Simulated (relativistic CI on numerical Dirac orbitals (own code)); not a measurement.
## Energy levels of Si10+

These numbers are calculated, not measured: Dirac-Coulomb-Breit CI, KLI orbitals optimised for each configuration, model QED (radiative potential, 1s self-energy scaled to tabulated hydrogen-like ionisation energies), unscaled Slater integrals (own radial code, finite nucleus).

Configurations in the expansion (outside the closed core 1s2): 2s², 2s2p, 2p², 2p3s, 2p3p, 2s3s, 2s3p, 2s3d, 2s4s, 2s4p, 2s4d, 2s4f, 3s², 3s3p, 3p². Levels of other configurations are missing.

```
No.  Configuration  Term  J  E (cm⁻¹)    %  Landé g  Lifetime (s)
  1            2s²    ¹S  0         0   94                       
  2           2s2p   ³P°  0    170962  100                       
  3           2s2p   ³P°  1    173283  100    1.500      3.33e-06
  4           2s2p   ³P°  2    178412  100    1.500      4.84e-01
  5           2s2p   ¹P°  1    342894  100    0.999      1.41e-10
  6            2p²    ³P  0    446516  100               1.92e-10
  7            2p²    ³P  1    449307  100    1.500      1.89e-10
  8            2p²    ³P  2    453764   99    1.497      1.86e-10
  9            2p²    ¹D  2    502499   99    1.002      9.80e-10
 10            2p²    ¹S  0    622069   94               9.11e-11
 11           2s3s    ³S  1   2208385   98    2.001      3.56e-12
 12           2s3s    ¹S  0   2240280   96               1.09e-11
 13           2s3p   ¹P°  1   2288392   83    1.041      1.51e-12
 14           2s3p   ³P°  0   2290569   99               9.79e-10
 15           2s3p   ³P°  1   2291503   91    1.459      1.66e-11
 16           2s3p   ³P°  2   2292673   99    1.500      9.90e-10
 17           2s3d    ³D  1   2331924   98    0.499      7.30e-13
 18           2s3d    ³D  2   2332175   98    1.167      7.33e-13
 19           2s3d    ³D  3   2332598   98    1.334      7.37e-13
 20           2s3d    ¹D  2   2365440   98    1.000      1.06e-12
 21           2p3s   ³P°  0   2425513   99               7.85e-12
 22           2p3s   ³P°  1   2427798   98    1.495      7.76e-12
 23           2p3s   ³P°  2   2433497   99    1.500      7.89e-12
 24           2p3s   ¹P°  1   2462681   89    1.004      3.81e-12
 25           2p3p    ¹P  1   2472361   86    0.941      3.04e-12
 26           2p3p    ³D  1   2481190   85    0.572      4.64e-12
 27           2p3p    ³D  2   2483186   98    1.167      5.06e-12
 28           2p3p    ³D  3   2488408   98    1.333      5.01e-12
 29           2p3p    ³S  1   2501096   91    1.963      3.38e-12
 30           2p3p    ³P  0   2508076  100               2.54e-12
```

Energies count from the lowest computed level; ° marks odd parity; lifetimes are radiative, by E1, M1, E2, M2 decay to levels of this space only; some are left blank where a channel outside the calculation adds to the decay or the decay crosses a small, uncertain gap.

The mean weight of the leading LS term, summed over parents, in these 30 levels is 96 %, and that of the leading jj configuration (from the same eigenvectors) 77 %, so LS coupling describes them better.

At this charge energies of transitions that change n are usually good to better than 1 %, and those within a shell (Δn = 0) to a few per cent.
